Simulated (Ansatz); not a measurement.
`B[CH](F)[GeH3]` + `CNCF` → `BN(C)CF` + `F[CH2][GeH3]`  (ligand exchange at a B–C bond)

Gas-phase electronic energies from Ansatz, PBE0-D4/def2-TZVP geometries. CCSD(T)/CBS adds triple-zeta CCSD(T) − MP2 to the extrapolated MP2 energy (def2 sets, frozen cores). Functionals use def2-TZVPP. B3LYP here is the variant with VWN-RPA as its local correlation; programs differ in this. For Ge outer-core shells are correlated without core-valence functions, which leaves a few kJ/mol of doubt a bond. Scalar relativity is left out up to krypton. Each species was taken in one conformer, which may not be the lowest.

```json
{"level": "PBE-D4", "ΔE (kJ/mol)": "-108.4"}
{"level": "PBE0-D4", "ΔE (kJ/mol)": "-113.4"}
{"level": "B3LYP-D4", "ΔE (kJ/mol)": "-119.7"}
{"level": "r2SCAN", "ΔE (kJ/mol)": "-111.7"}
{"level": "PBE0", "ΔE (kJ/mol)": "-113.4"}
{"level": "B3LYP", "ΔE (kJ/mol)": "-120.0"}
{"level": "HF/def2-TZVPP", "ΔE (kJ/mol)": "-132.9"}
{"level": "CCSD/CBS(def2)", "ΔE (kJ/mol)": "-123.7"}
```

What does CCSD(T)/CBS give? (Estimate.)

The calculation gave: -122.3 kJ/mol. The listed levels differ from it by 13.9, 8.9, 2.6, 10.6, 8.9, 2.3, -10.6, -1.4 kJ/mol.

Largest T1 diagnostic among the species: 0.012.

In def2-TZVPP, CCSD(T) changes the Hartree–Fock value by +8.3 kJ/mol (the triples alone add +1.4 kJ/mol) and MP2 by +7.9 kJ/mol. From PBE to PBE0 (25 % exact exchange), in def2-TZVPP and without D4, ΔE moves by −5.0 kJ/mol.
